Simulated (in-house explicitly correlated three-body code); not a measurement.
Computed with an exponentially correlated three-body code. Model: two electrons around a point charge, non-relativistic, variational in 260 exponentially correlated functions (energies converged to about 1e-7 hartree, or 1e-8 relative for large Z).

Command:
```bash
python run_hyl.py task.json out
```
Settings (lengths in bohr, energies in hartree):
```
Z                      2
nuclear_mass           7
interaction_strength   1
functions              260
states_tried           13
```

Cost of the run: 37 s on 1 thread of AMD EPYC 7R13 Processor (Zen 3) (shared host).

**Those bound S and P states to n = 4 that converged, binding against the one-electron ion.**

Given: nuclear charge 2; mass of the centre 7 electron masses.

Computed: one-electron threshold -1.75 hartree.

| term | energy (hartree) | binding (eV) |
| --- | --- | --- |
| 1 1S | -2.52964421 | 21.215 |
| 2 3S | -1.90329455 | 4.1714 |
| 2 1S | ? | ? |
| 2 3P | -1.87678824 | 3.4501 |
| 2 1P | -1.8553952 | 2.8679 |
| 3 3S | ? | ? |
| 3 1S | -1.80413132 | 1.473 |
| 4 3S | -1.78221984 | 0.87675 |
| 4 1S | -1.77971931 | 0.8087 |

Q: What belongs in the row 2 1S?

A: energy (hartree): -1.87854043; binding (eV): 3.4978.

Q: What belongs in the row 3 3S?

A: energy (hartree): -1.81045095; binding (eV): 1.645.

**Converged states only, values per electron or pair.**

```tsv
term	mean r (bohr)	mean r squared (bohr²)	mean inverse r (1/bohr)	mean r12 (bohr)	mean inverse r12 (1/bohr)	mean cosine	mean p1 dot p2 (bohr⁻²)	delta r1 (bohr⁻³)	delta r12 (bohr⁻³)
1 1S	1.0663	1.573	1.4743	1.599	0.83809	-0.021581	0.034515	1.2109	0.070858
2 3S	2.9155	14.967	1.0104	5.064	0.23509	0.0027223	-0.0052733	0.88501	-
2 1S	?	?	?	?	?	?	?	?	?
2 3P	2.8045	14.34	1.0032	4.867	0.25933	-0.029561	-0.097681	0.83646	-
2 1P	3.4524	22.187	0.97835	6.1077	0.2026	0.0076621	0.0075818	0.85668	0.000282
3 3S	?	?	?	?	?	?	?	?	-
3 1S	7.3746	110.04	0.9268	13.922	0.098919	0.0016867	-0.0094018	0.85976	0.0017422
4 3S	12.085	306.36	0.90551	23.331	0.057619	0.0025201	-0.004422	0.85613	-
4 1S	13.06	359.43	0.90378	25.278	0.055689	0.0017383	-0.0055346	0.85563	0.00071664
```

Q: What belongs in the row 2 1S?

A: mean r (bohr): 3.3778; mean r squared (bohr²): 20.742; mean inverse r (1/bohr): 0.99463; mean r12 (bohr): 5.9706; mean inverse r12 (1/bohr): 0.22142; mean cosine: -0.0024557; mean p1 dot p2 (bohr⁻²): -0.018923; delta r1 (bohr⁻³): 0.87775; delta r12 (bohr⁻³): 0.0061604.

Q: What belongs in the row 3 3S?

A: mean r (bohr): 6.6565; mean r squared (bohr²): 88.697; mean inverse r (1/bohr): 0.93106; mean r12 (bohr): 12.49; mean inverse r12 (1/bohr): 0.10335; mean cosine: 0.0034224; mean p1 dot p2 (bohr⁻²): -0.0063817; delta r1 (bohr⁻³): 0.86108.
